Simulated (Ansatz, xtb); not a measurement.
**Isomers of C2H3BOS in order of energy**

3 gas-phase structures of C2H3BOS, from a drawn sample of its isomers (lower ones may exist). Each was relaxed with GFN2-xTB; where two conformers were screened, the lower at r2SCAN-D4/def2-SVP is listed:

A. a singlet given by its coordinates
B. `B1OC=CS1`, a singlet
C. `O=B/C=C\S`, a singlet

A (Å):

```yaml
atoms:
  - { symbol: C, position_ang: [-1.4724, -1.6256, 0.4755] }
  - { symbol: C, position_ang: [-1.3426, -0.8252, 1.5166] }
  - { symbol: B, position_ang: [1.2489, -0.3934, 0.7332] }
  - { symbol: O, position_ang: [2.0330, -0.6978, -0.1099] }
  - { symbol: S, position_ang: [0.1089, 0.0737, 1.9926] }
  - { symbol: H, position_ang: [-0.6677, -1.8159, -0.2150] }
  - { symbol: H, position_ang: [-2.4080, -2.1217, 0.2819] }
  - { symbol: H, position_ang: [-2.1430, -0.6296, 2.2124] }
```

Close contacts (Å): C1–C2 1.32, C2–S5 1.77, B3–O4 1.19, B3–S5 1.76, C1–H6 1.08, C1–H7 1.08, C2–H8 1.08.

Problem. Estimate their order in r2SCAN-D4/def2-SVP energy at these geometries, lowest first.

Solution. Calculated order at r2SCAN-D4/def2-SVP: B (0.0), A (11.8), C (12.4) kcal/mol. Less than 1 kcal/mol parts A and C, so the order within that pair means little.

Energies above the lowest of each column, in kcal/mol; the last columns are at PBE0-D3(BJ)/def2-SVP geometries:

```tsv
structure	GFN2-xTB	HF/STO-3G	r2SCAN-D4/def2-SVP	PBE0-D3(BJ)/def2-SVP	CCSD(T)/def2-SVP + ΔMP2/def2-TZVPP
B	0.0	0.0	0.0	0.0	0.0
A	15.5	29.0	11.8	14.1	8.1
C	21.8	39.6	12.4	14.9	11.1
```

Every level run on B puts it lowest or level with the lowest. Flexible structures stand in one conformer each, not always the lowest. ΔMP2 is the change of the MP2 energy from the smaller to the larger basis.

Programs: Ansatz 0.2.0, xtb 6.7.1.
